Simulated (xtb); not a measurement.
C2H6AlCl, charge -1, doublet, from a rough starting geometry (GFN-xTB shapes and energies of metal compounds can be far from the true ones) (a state made from the parent by changing its charge; the spin is typed, not shown lowest); xtb 6.7.1 with GFN2-xTB.

Here is a job for xtb.
```
$ xtb mol.xyz --gfn 2 --chrg -1 --uhf 1 --opt vtight --json

# file mol.xyz
10

Al    -0.36978638     0.40325828    -0.31446264
C      1.52231714    -0.02142573    -0.93309487
H      1.75147706    -1.05962634    -0.71518496
H      2.24312121     0.62498084    -0.46251046
H      1.63313047     0.05823942    -2.04189554
C     -1.15519380    -0.27659965     1.22730703
H     -1.75525052    -1.21128459     1.12590115
H     -1.91454632     0.38933826     1.76260914
H     -0.48565539    -0.54713742     2.08704363
Cl    -1.49898398     1.65822578    -1.54912369
```

What the program printed (banner, timings and long lists left out):

```
   ID    Z sym.   atoms
    1   13 Al     1
    2    6 C      2, 6
    3    1 H      3-5, 7-9
    4   17 Cl     10

           -------------------------------------------------
          |                Calculation Setup                |
           -------------------------------------------------

           -------------------------------------------------
          |                 G F N 2 - x T B                 |
           -------------------------------------------------

          ...................................................
          :                      SETUP                      :
          :.................................................:
          :  # basis functions                  34          :
          :  # atomic orbitals                  32          :
          :  # shells                           16          :
          :  # electrons                        25          :
          :  max. iterations                   250          :
          :  Hamiltonian                  GFN2-xTB          :
          :  restarted?                      false          :
          :  GBSA solvation                  false          :
          :  PC potential                    false          :
          :  electronic temp.          300.0000000     K    :
          :  accuracy                    1.0000000          :
          :  -> integral cutoff          0.2500000E+02      :
          :  -> integral neglect         0.1000000E-07      :
          :  -> SCF convergence          0.1000000E-05 Eh   :
          :  -> wf. convergence          0.1000000E-03 e    :
          :  Broyden damping             0.4000000          :
          :  net charge                         -1          :
          :  unpaired electrons                  1          :
          ...................................................

 iter      E             dE          RMSdq      gap      omega  full diag
   1    -13.1165627 -0.131166E+02  0.899E+00    0.17       0.0  T
   2    -13.0670399  0.495228E-01  0.103E+01    2.45       1.0  T
   3    -13.2346700 -0.167630E+00  0.618E+00    0.89       1.0  T
   4    -13.2373220 -0.265200E-02  0.465E+00    1.04       1.0  T
   5    -13.2235300  0.137920E-01  0.291E+00    1.77       1.0  T
   6    -13.2406083 -0.170783E-01  0.638E-01    1.60       1.0  T
   7    -13.2402440  0.364352E-03  0.656E-01    1.58       1.0  T
   8    -13.2409371 -0.693094E-03  0.170E-01    1.56       1.0  T
   9    -13.2406588  0.278312E-03  0.472E-01    1.55       1.0  T
  10    -13.2409965 -0.337698E-03  0.134E-01    1.56       1.0  T
  11    -13.2410084 -0.119127E-04  0.408E-02    1.57       1.0  T
  12    -13.2410032  0.519873E-05  0.664E-02    1.57       1.0  T
  13    -13.2410127 -0.955342E-05  0.804E-03    1.57       3.9  T
  14    -13.2410128 -0.102023E-06  0.378E-03    1.57       8.4  T
  15    -13.2410129 -0.142497E-07  0.142E-03    1.57      22.3  T
  16    -13.2410129 -0.258228E-08  0.414E-04    1.57      76.3  T
  17    -13.2410129 -0.470788E-10  0.250E-04    1.57     126.3  T

   *** convergence criteria satisfied after 17 iterations ***

         :::::::::::::::::::::::::::::::::::::::::::::::::::::
         ::                     SUMMARY                     ::
         :::::::::::::::::::::::::::::::::::::::::::::::::::::
         :: total energy             -13.115435300208 Eh    ::
         :: gradient norm              0.119711381403 Eh/a0 ::
         :: HOMO-LUMO gap              1.568941165952 eV    ::
         ::.................................................::
         :: SCC energy               -13.241001293611 Eh    ::
         :: -> isotropic ES            0.124600903750 Eh    ::
         :: -> anisotropic ES          0.005162063298 Eh    ::
         :: -> anisotropic XC         -0.001337040336 Eh    ::
         :: -> dispersion             -0.005581657516 Eh    ::
         :: repulsion energy           0.125565993403 Eh    ::
         :: add. restraining           0.000000000000 Eh    ::
         :: total charge              -1.000000000000 e     ::
         :::::::::::::::::::::::::::::::::::::::::::::::::::::

      -----------------------------------------------------------
     |                   =====================                   |
     |                        A N C O P T                        |
     |                   =====================                   |
     |               Approximate Normal Coordinate               |
     |                Rational Function Optimizer                |
      -----------------------------------------------------------
      -----------------------------------------------------------
     |                   =====================                   |
     |                        A N C O P T                        |
     |                   =====================                   |
     |               Approximate Normal Coordinate               |
     |                Rational Function Optimizer                |
      -----------------------------------------------------------

          ...................................................
          :                      SETUP                      :
          :.................................................:
          :   optimization level         verytight          :
          :   max. optcycles                   200          :
          :   ANC micro-cycles                  20          :
          :   degrees of freedom                24          :
          :.................................................:
          :   RF solver                   davidson          :
          :   write xtbopt.log                true          :
          :   linear?                        false          :
          :   energy convergence         0.1000000E-06 Eh   :
          :   grad. convergence          0.2000000E-03 Eh/α :
          :   maxmium RF displ.          1.0000000          :
          :   Hlow (freq-cutoff)         0.1000000E-01      :
[...]
 * total energy  :   -13.1454027 Eh     change       -0.1204881E-04 Eh
 * total energy  :   -13.1454144 Eh     change       -0.1166511E-04 Eh
 * total energy  :   -13.1454255 Eh     change       -0.1114257E-04 Eh
 * total energy  :   -13.1454196 Eh     change        0.5904627E-05 Eh
 * total energy  :   -13.1454381 Eh     change       -0.1855339E-04 Eh
 * total energy  :   -13.1454410 Eh     change       -0.2851977E-05 Eh
 * total energy  :   -13.1454469 Eh     change       -0.5885617E-05 Eh
 * total energy  :   -13.1454489 Eh     change       -0.2017225E-05 Eh
 * total energy  :   -13.1454509 Eh     change       -0.1975577E-05 Eh
 * total energy  :   -13.1454509 Eh     change       -0.2515362E-07 Eh
 * total energy  :   -13.1454512 Eh     change       -0.3020777E-06 Eh
 * total energy  :   -13.1454513 Eh     change       -0.1079844E-06 Eh
 * total energy  :   -13.1454514 Eh     change       -0.6950142E-07 Eh
   *** GEOMETRY OPTIMIZATION CONVERGED AFTER 48 ITERATIONS ***
[...]
         ::                     SUMMARY                     ::
         :::::::::::::::::::::::::::::::::::::::::::::::::::::
         :: total energy             -13.145451381630 Eh    ::
         :: gradient norm              0.000039129986 Eh/a0 ::
         :: HOMO-LUMO gap              3.422134719804 eV    ::
         ::.................................................::
         :: SCC energy               -13.254484469641 Eh    ::
         :: -> isotropic ES            0.132630205272 Eh    ::
         :: -> anisotropic ES          0.007361683410 Eh    ::
         :: -> anisotropic XC          0.001742465645 Eh    ::
         :: -> dispersion             -0.005780510653 Eh    ::
         :: repulsion energy           0.109033088011 Eh    ::
         :: add. restraining           0.000000000000 Eh    ::
         :: total charge              -1.000000000000 e     ::
         :::::::::::::::::::::::::::::::::::::::::::::::::::::

           -------------------------------------------------
          |                Property Printout                |
           -------------------------------------------------

    * Orbital Energies and Occupations

         #    Occupation            Energy/Eh            Energy/eV
      -------------------------------------------------------------
         1        2.0000           -0.8488990             -23.0997
         2        2.0000           -0.3861010             -10.5063
         3        2.0000           -0.3848223             -10.4715
         4        2.0000           -0.2823059              -7.6819
         5        2.0000           -0.2799430              -7.6176
         6        2.0000           -0.2786900              -7.5835
         7        2.0000           -0.2751530              -7.4873
         8        2.0000           -0.2691197              -7.3231
         9        2.0000           -0.2322819              -6.3207
        10        2.0000           -0.2309523              -6.2845
        11        2.0000           -0.2090459              -5.6884
        12        2.0000           -0.1757315              -4.7819
        13        1.0000           -0.0574881              -1.5643 (HOMO)
        14                          0.0682731               1.8578 (LUMO)
        15                          0.0787995               2.1442
        16                          0.1372250               3.7341
        17                          0.1948636               5.3025
        18                          0.1983810               5.3982
        19                          0.2335828               6.3561
        20                          0.2460590               6.6956
        21                          0.2486369               6.7658
        22                          0.2755492               7.4981
        23                          0.2832656               7.7081
        24                          0.2983655               8.1189
       ...                                ...                  ...
        32                          0.9934668              27.0336
      -------------------------------------------------------------
                  HL-Gap            0.1257611 Eh            3.4221 eV
             Fermi-level           -0.0556086 Eh           -1.5132 eV

     #   Z          covCN         q      C6AA      α(0)
     1  13 Al       2.397     0.089   106.918    21.586
     2   6 C        3.586    -0.185    24.906     7.237
     3   1 H        0.923    -0.025     3.536     2.941
     4   1 H        0.923    -0.051     4.119     3.174
     5   1 H        0.923    -0.042     3.897     3.087
     6   6 C        3.586    -0.185    24.906     7.237
     7   1 H        0.923    -0.025     3.536     2.941
     8   1 H        0.923    -0.042     3.895     3.086
     9   1 H        0.923    -0.051     4.121     3.174
    10  17 Cl       0.764    -0.484   114.969    16.402

 Mol. C6AA /au·bohr⁶  :       1793.847727
 Mol. C8AA /au·bohr⁸  :      68343.868239
 Mol. α(0) /au        :         70.865387

Wiberg/Mayer (AO) data.
largest (>0.10) Wiberg bond orders for each atom

 ---------------------------------------------------------------------------
     #   Z sym  total        # sym  WBO       # sym  WBO       # sym  WBO
 ---------------------------------------------------------------------------
     1  13 Al   2.896 --    10 Cl   0.903     6 C    0.878     2 C    0.878
     2   6 C    3.808 --     4 H    0.962     5 H    0.957     3 H    0.949
                             1 Al   0.878
     3   1 H    0.999 --     2 C    0.949
     4   1 H    0.997 --     2 C    0.962
     5   1 H    0.998 --     2 C    0.957
     6   6 C    3.808 --     9 H    0.962     8 H    0.957     7 H    0.949
                             1 Al   0.878
     7   1 H    0.999 --     6 C    0.949
     8   1 H    0.998 --     6 C    0.957
     9   1 H    0.997 --     6 C    0.962
    10  17 Cl   0.950 --     1 Al   0.903
 ---------------------------------------------------------------------------

Topologies differ in total number of bonds
Writing topology from bond orders to xtbtopo.mol

molecular dipole:
                 x           y           z       tot (Debye)
 q only:        1.169      -0.767       1.248
   full:        1.398      -1.452       1.438       6.293
molecular quadrupole (traceless):
                xx          xy          yy          xz          yz          zz
 q only:       -3.276       4.620       6.031      -2.347       6.176      -2.755
  q+dip:       -1.878       5.874       4.270      -6.181       6.859      -2.392
   full:       -1.300       5.507       3.052      -5.678       6.273      -1.752

optimized geometry written to: xtbopt.xyz

           -------------------------------------------------
          | TOTAL ENERGY              -13.145451381630 Eh   |
          | GRADIENT NORM               0.000039129986 Eh/α |
          | HOMO-LUMO GAP               3.422134719804 eV   |
           -------------------------------------------------
```
